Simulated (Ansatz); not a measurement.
Consider the formal exchange of groups at the Si–C bond: `N=C(S)[SiH2]O` + `[CH3][Al]([OH])[SH]` → `[CH3][Al]([OH])[SiH2]O` + `N=C(S)S`.

Isolated molecules relaxed with PBE0-D4/def2-TZVP in Ansatz; ΔE leaves out vibrations. CBS: MP2 limit from def2 TZ/QZ plus the TZ coupled-cluster correction, frozen cores. DFT in def2-TZVPP. One conformer a species, not always the lowest.

`N=C(S)[SiH2]O`:

```xyz
10

N     1.583   -0.545   -0.047
C     0.660    0.307   -0.234
S     0.924    1.909   -0.921
Si   -1.063   -0.291    0.293
O    -0.818   -1.800    0.864
H     2.516   -0.237   -0.327
H    -0.354    2.320   -0.869
H    -1.602    0.631    1.326
H    -1.967   -0.265   -0.885
H     0.121   -2.029    0.799
```

`[CH3][Al]([OH])[SH]`:

```xyz
9

C     0.796    0.684   -0.912
Al   -0.463   -0.103    0.333
O    -1.932    0.680    0.646
S    -0.082   -1.990    1.381
H     1.750    0.904   -0.425
H     1.009    0.005   -1.743
H     0.404    1.615   -1.328
H    -2.601    0.355    1.246
H     1.120   -2.150    0.802
```

`[CH3][Al]([OH])[SiH2]O`:

```xyz
12

C     1.413    1.864   -0.236
Al    0.020    0.523   -0.452
O    -0.911    0.625   -1.876
Si   -0.525   -1.317    1.111
O    -1.630   -2.391    0.474
H     1.908    1.811    0.736
H     2.181    1.744   -1.008
H     1.002    2.871   -0.354
H    -1.654    0.047   -2.045
H    -1.174   -0.805    2.351
H     0.704   -2.047    1.562
H    -1.333   -2.926   -0.262
```

`N=C(S)S`:

```xyz
7

N    -1.005   -1.145   -0.721
C    -0.300   -0.233   -0.214
S    -1.003    1.382   -0.117
S     1.357   -0.486    0.382
H    -0.564   -2.060   -0.656
H     0.151    2.050    0.023
H     1.363    0.491    1.302
```

Is it downhill or uphill in electronic energy at CCSD(T)/CBS, and by how much? (An estimate is asked.)

The calculation gave: Uphill: ΔE = +180.9 kJ/mol.

What do these levels give: PBE0-D4, B2PLYP, PBE, PBE0, HF/def2-QZVPP, CCSD/CBS(def2)? (Estimate.)

The calculation gave: PBE0-D4 168.8, B2PLYP 178.9, PBE 157.4, PBE0 167.5, HF/def2-QZVPP 190.2, CCSD/CBS(def2) 182.8 kJ/mol.

Largest T1 diagnostic among the species: 0.014.

In def2-TZVPP, CCSD(T) changes the Hartree–Fock value by −10.3 kJ/mol (the triples alone add −1.8 kJ/mol) and MP2 by −3.6 kJ/mol. From PBE to PBE0 (25 % exact exchange), in def2-TZVPP and without D4, ΔE moves by +10.1 kJ/mol.
